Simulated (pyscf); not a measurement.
**`[SiH3][P]([SiH3])[GaH2]`, singlet**

Gas-phase minimum from PySCF at ωB97X-D3(BJ)/def2-SVP, one conformer. 

SMILES: [SiH3][P]([SiH3])[GaH2]
```xyz
12

Si     1.9894     0.3741     0.7951
P      0.4715    -0.2602    -0.7218
Si    -1.1487    -0.9211     0.6729
Ga    -0.3773     1.8305    -1.0657
H      3.1093     1.0519     0.0837
H      2.5031    -0.8286     1.5116
H      1.4332     1.3152     1.8153
H     -0.7209    -2.1663     1.3730
H     -1.4737     0.1033     1.7126
H     -2.3755    -1.1912    -0.1282
H     -1.9244     1.9915    -1.2394
H      0.6166     3.0367    -1.1509
```

Bond lengths (Å): Si1–P2 2.238, Si1–H5 1.490, Si1–H6 1.491, Si1–H7 1.495, P2–Si3 2.238, P2–Ga4 2.282, Si3–H8 1.491, Si3–H9 1.495, Si3–H10 1.490, Ga4–H11 1.565, Ga4–H12 1.565. Angles (°): P2–Si1–H5 108.4, P2–Si1–H6 109.3, P2–Si1–H7 112.9, H5–Si1–H6 109.7, H5–Si1–H7 108.6, H6–Si1–H7 107.9, Si1–P2–Si3 98.8, Si1–P2–Ga4 95.4, Si3–P2–Ga4 95.5, P2–Si3–H8 109.4, P2–Si3–H9 112.9, P2–Si3–H10 108.3, H8–Si3–H9 107.9, H8–Si3–H10 109.7 (the first ones only).

Properties at ωB97X-D3(BJ)/def2-SVP:

* **Harmonic wavenumbers, unscaled**: 69, 73, 97, 102, 128, 160, 367, 431, 460, 510, 578, 583, 615, 636, 653, 758, 908, 936, 946, 954, 964, 974, 2009, 2011, 2226, 2231, 2255, 2260, 2267, 2269 cm⁻¹
* **Zero-point energy**: 42.1 kcal/mol
* **Rotational symmetry number**: 1
* **Entropy of this conformer at 298 K and 1 atm, rigid rotor and harmonic oscillator, modes under 100 cm⁻¹ raised to 100**: 401.3 J/(mol K)
* **Dipole moment**: 0.67 D

Single-point totals, which compare only within one level:

```tsv
level	total energy (hartree)
ωB97X-D3(BJ)/def2-TZVP	-2850.09767
PBE/def2-TZVP	-2849.26826
r²SCAN/def2-TZVP	-2849.94551
B3LYP-D3(BJ)/def2-TZVP	-2850.17940
PBE0-D3(BJ)/def2-TZVP	-2849.41744
M06-2X/def2-TZVP	-2849.95118
ωB97M-D3(BJ)/def2-TZVP	-2850.19064
```

Soft torsions are taken as harmonic, which can shift the entropy by several J/(mol K). Elements up to Kr have no core potential and no relativistic terms here.
